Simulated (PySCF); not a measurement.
Si(H)(F)2(Et) (C2H6F2Si), SMILES F[SiH](F)CC. Atoms are numbered in the order given.

```xyz
11

Si     0.6381    -0.4142     0.0000
F      1.0215     0.4808     1.2954
F      1.0215     0.4808    -1.2954
C     -1.1852    -0.7382     0.0000
C     -2.0248     0.5458     0.0000
H      1.5025    -1.6182     0.0000
H     -1.4206    -1.3639    -0.8809
H     -1.4206    -1.3639     0.8809
H     -3.1031     0.3232     0.0000
H     -1.8092     1.1610    -0.8877
H     -1.8092     1.1610     0.8877
```

The structure is a stationary point at r2SCAN-D4/def2-SVP. One conformer was computed; it need not be the lowest.

Level of theory: PBE0/pcSseg-1 (PySCF).

GIAO shieldings, no solvent; atoms alike by connectivity are averaged. δ = σ(ref) − σ: ²⁹Si against TMS (σ = 352.7 ppm); ¹⁹F against CFCl3 (σ = 167.2 ppm); ¹³C against TMS (σ = 186.3 ppm); ¹H against TMS (σ = 31.56 ppm), references at their B3LYP-D3(BJ)/def2-TZVP geometries, non-relativistic.

Computed chemical shifts:
| nucleus | atoms | count | δ (ppm) |
|---|---|---|---|
| ²⁹Si | Si1 | 1 | 1.1 |
| ¹⁹F | F2, F3 | 2 | -167.1 |
| ¹³C | C4 | 1 | 12.4 |
| ¹³C | C5 | 1 | 7.8 |
| ¹H | H6 | 1 | 5.29 |
| ¹H | H9, H10, H11 | 3 | 1.49 |
| ¹H | H7, H8 | 2 | 0.95 |
